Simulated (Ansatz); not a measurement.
The first iterations of a band of BH8NSi2 (12 atoms, charge 0, multiplicity 1).

The calculation used RKS PBE0-D4/def2-SVP (Ansatz).

```
movable images  : 1
climbing image  : yes
spring          : 5.0 eV/Å²
optimiser       : quadratic models (default)
start path      : through a guess of the saddle point
force threshold : 0.03 eV/Å
iteration limit : 60
end points      : relaxed
```

Initial state:

```xyz
12
Properties=species:S:1:pos:R:3
N -1.909 1.219 0.870
B -0.625 0.748 1.110
Si 0.038 -0.974 0.289
Si 1.651 -0.504 -1.353
H -2.593 0.728 0.307
H -2.253 2.093 1.249
H 0.105 1.423 1.804
H -1.061 -1.760 -0.372
H 0.687 -1.871 1.301
H 2.800 0.245 -0.755
H 2.182 -1.752 -1.986
H 1.056 0.348 -2.431
```

Final state:

```xyz
12
Properties=species:S:1:pos:R:3
N -1.055 1.128 0.521
B -0.109 -0.090 0.136
Si -0.384 -1.723 0.947
Si 1.312 0.245 -1.210
H -1.557 1.487 -0.297
H -0.521 1.913 0.905
H -1.755 0.863 1.218
H -1.462 -1.979 1.962
H 0.421 -2.946 0.680
H 2.289 1.327 -0.815
H 2.112 -0.995 -1.466
H 0.788 0.716 -2.547
```

| iteration | highest image above the first end (eV) | largest band force component (eV/Å) |
| --- | --- | --- |
| 1 | 6.240 | 6.671 |
| 2 | 4.971 | 5.895 |
| 3 | 4.348 | 7.370 |
| 4 | 3.606 | 4.883 |
| 5 | 2.662 | 3.324 |
| 6 | 2.102 | 2.396 |
| 7 | 2.102 | 1.442 |
| 8 | 2.102 | 1.207 |
| 9 | 2.102 | 0.672 |
| 10 | 2.102 | 0.568 |
| 11 | 2.102 | 0.554 |
| 12 | 2.102 | 0.689 |
| 13 | 2.102 | 0.809 |
| 14 | 2.102 | 0.830 |
| 15 | 2.102 | 0.969 |
| 16 | 2.102 | 1.312 |
| 17 | 2.102 | 1.989 |
| 18 | 2.102 | 2.461 |
| 19 | 2.102 | 2.374 |
| 20 | 2.102 | 2.201 |

Question: Does the band converge within its limit, and where does its top end?

Answer: It did not converge within its limit. It ended after 60 iterations with the highest image 2.102 eV above the first end. The band didn't meet its force threshold, so its energies are provisional: the largest band force was still 0.81 eV/Å, and over the last iterations the top stayed at 2.10 eV. Neighbouring images lie up to 5.0 Å apart, so the band is torn or far too coarse. So few images can step over the top or miss a turn of the path. The orbitals stay closed-shell, which can raise the energy where a bond breaks towards radicals; this wasn't checked here.

Run time: 120 s on 2 threads of Intel(R) Xeon(R) Platinum 8488C (Sapphire Rapids) (shared host), peak memory 0.23 GiB.
